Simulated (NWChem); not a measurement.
System: C₄H₄O₂; SMILES Oc1ccco1

```xyz
10

O     -0.1034     1.9925     0.0000
C      0.0744     0.6716     0.0000
C      1.1679    -0.1488     0.0000
C      0.6291    -1.4791     0.0000
C     -0.7225    -1.3478     0.0000
O     -1.0608    -0.0273     0.0000
H      0.7595     2.4188     0.0000
H      2.2133     0.1503     0.0000
H      1.1881    -2.4126     0.0000
H     -1.5501    -2.0505     0.0000
```
Atoms are numbered in this order, from 1.

Results from NWChem. All runs use the structure optimised with PBE0/def2-SVP. Level: PBE0/def2-SVP with SMD (1 M gas to 1 M solution), gas-phase geometry.

For solvent water:

| Quantity | Value |
|---|---|
| cavity-dispersion-structure term (kcal/mol) | 4.6 |
| dipole in solution (D) | 2.52 |

Q: How do the values read with solvent toluene instead?

A: 
| Property | Result |
|---|---|
| cavity-dispersion-structure term (kcal/mol) | -1.8 |
| dipole in solution (D) | 2.08 |
